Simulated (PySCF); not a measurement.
## How the method moves the HOMO and LUMO of `[NH3+][BH2-]C(Cl)(Cl)Cl`

CH5BCl3N.
Z-matrix (Å and degrees, PBE0-D3(BJ)/def2-SVP geometry), rows numbered from 1:
```
N 
B   1  1.6096
C   2  1.6205  1  104.62
Cl  3  1.7624  2  111.29  1  -179.79
Cl  3  1.8123  2  110.26  1   -58.52
Cl  3  1.8117  2  110.31  1    58.86
H   1  1.0248  2  109.46  3   -58.73
H   1  1.0249  2  109.41  3    58.78
H   1  1.0194  2  111.91  3  -179.98
H   2  1.2177  1  107.61  3   118.00
H   2  1.2176  1  107.58  3  -117.95
```

Basis pcSseg-1 throughout (PySCF), one geometry. Isolated species at its PBE0-D3(BJ)/def2-SVP geometry, gas phase.

Q: How do the orbital energies, the gap and the dipole change with the method?

A: 
```csv
method,kind,HOMO (eV),LUMO (eV),gap (eV),μ (D),SCF cycles
BLYP,GGA,-6.65,-1.30,5.34,5.59,14
OPBE,GGA,-6.78,-1.38,5.40,5.74,15
PBE,GGA,-6.80,-1.46,5.34,5.64,14
B97-D,GGA,-6.81,-1.41,5.41,5.67,14
KT3,GGA,-6.92,-1.56,5.36,5.61,14
BP86,GGA,-6.93,-1.59,5.34,5.67,14
KT2,GGA,-6.94,-1.65,5.29,5.59,14
LDA,LDA,-6.95,-1.66,5.29,5.66,14
B3LYP,global hybrid,-7.92,-0.63,7.29,5.74,13
B97-2,global hybrid,-7.93,-0.50,7.43,5.81,13
PBE0,global hybrid,-8.18,-0.41,7.77,5.82,12
mPW1PW91,global hybrid,-8.21,-0.44,7.77,5.82,12
BHandHLYP,global hybrid,-9.42,0.80,10.22,5.90,12
CAM-B3LYP,range-separated hybrid,-9.54,0.85,10.38,5.83,12
wB97X-D,range-separated hybrid,-10.09,1.38,11.48,5.90,14
LC-wPBE,range-separated hybrid,-10.93,2.08,13.01,5.95,14
HF,Hartree–Fock,-11.41,3.06,14.46,6.09,11
```

The HOMO spans 4.76 eV, from BLYP down to HF, and the gap runs from 5.29 eV (KT2) to 14.46 eV (HF). Over the methods BLYP (0 %), OPBE (0 %), PBE (0 %), B97-D (0 %), KT3 (0 %), BP86 (0 %), KT2 (0 %), LDA (0 %), B3LYP (20 %), B97-2 (21 %), PBE0 (25 %), mPW1PW91 (25 %), BHandHLYP (50 %), HF (100 %), a straight line through the gap against the share of exact exchange rises by 0.92 eV for each 10 % (correlation coefficient 0.999). The dipole ranges from 5.59 D (BLYP) to 6.09 D (HF). This basis has no diffuse functions.
